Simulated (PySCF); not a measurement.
Input for PySCF: R-HF/STO-3G on H2Se (SMILES [SeH2]).

```python
from pyscf import gto, scf, dft, mp
from pyscf.data.elements import chemcore

mol = gto.M(
    atom='''
    Se   -0.34620592   -0.61314936    3.48882096
    H    -0.80196858   -1.63993860    2.54736572
    H    -0.22034970   -1.60486163    4.57806796
    ''',
    basis='sto-3g',
    charge=0, spin=0, verbose=3, max_memory=1800)
mf = scf.RHF(mol)
mf.conv_tol = 1e-8
mf.max_cycle = 100
mf.kernel()
if not mf.converged:
    mf = mf.newton().run(mf.mo_coeff, mf.mo_occ)
```

The log:

```
converged SCF energy = -2374.69125086038
```

Self-consistency was reached.

Cost: very roughly 0.11 core-seconds.
